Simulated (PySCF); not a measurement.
Atoms are numbered as in `[CH2:1]1[CH2:2][SiH2:3][CH2:4][CH2:5][O:6]1` (H(Xn): hydrogen on atom n).

GIAO PBE0/pcSseg-1 shifts (PySCF 2.14, gas phase, non-relativistic, equivalent atoms averaged), each against references optimised in the same way as the molecule (TMS, H2O).

On the GFN2-xTB geometry: C1/C5 71.8, C2/C4 11.0, Si3 -54.2, O6 54.7, H(Si3) 4.21, H(C1)/H(C5) 4.00, H(C2)/H(C4) 0.81 ppm.

Task: What changes on the PBE0-D3(BJ)/def2-SVP geometry?

Result: 
| atoms | δ (ppm) | change |
| --- | --- | --- |
| C1/C5 | 65.5 | -6.3 |
| C2/C4 | 8.1 | -2.9 |
| Si3 | -51.0 | +3.2 |
| O6 | 47.2 | -7.5 |
| H(Si3) | 4.14 | -0.07 |
| H(C1)/H(C5) | 3.69 | -0.31 |
| H(C2)/H(C4) | 1.00 | +0.19 |

Bonds between heavy atoms that differ most (equivalent bonds averaged): C2–Si3 1.902 → 1.893 Å, C1–C2 1.530 → 1.536 Å, C5–O6 1.408 → 1.410 Å. Mean change of bonds to hydrogen: C–H +0.009 Å, Si–H +0.028 Å. The two structures also differ in conformation, which adds to the changes.
